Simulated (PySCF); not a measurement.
**Working out the ionisation energy of Cr⁹⁺**

Cr⁹⁺ [Ne] 3s2 3p3 (4S) → Cr¹⁰⁺ [Ne] 3s2 3p2 (3P). Computed with PySCF 2.14 in an even-tempered Gaussian basis (19 s from 0.49 bohr⁻², ratio 2.5; 12 p from 0.64 bohr⁻², ratio 2.5; 5 d from 3.8 bohr⁻², ratio 2.7; 4 f from 5.7 bohr⁻², ratio 2.7), with the spin-free X2C one-electron Hamiltonian (Gaussian nucleus). Frozen: 1s2; the 22 highest virtual orbitals dropped. Energies in hartree (1 hartree = 27.21139 eV):

```csv
part,Cr⁹⁺ (lower),Cr¹⁰⁺ (upper)
UHF,-1020.009058,-1011.113503
CCSD correlation,-0.468418,-0.452346
(T),-0.002951,-0.002938
```

What does Hartree-Fock give?

(-1011.113503) − (-1020.009058) = 8.895555 hartree = 242.060 eV.

What do CCSD and CCSD(T) give?

The CCSD correlation energies differ by 0.016072 hartree = 0.437 eV and the triples by 0.000013 hartree = 0.000 eV, so CCSD gives 242.497 eV and CCSD(T) 242.497 eV.

A first-order spin-orbit estimate adds -0.922 eV to CCSD(T) (outer shells), giving 241.575 eV against 244.5 ± 0.5 eV (semi-empirical (NIST evaluation); NIST Atomic Spectra Database, ionization energies).

What remains against the reference includes basis incompleteness, the frozen core and higher excitations.
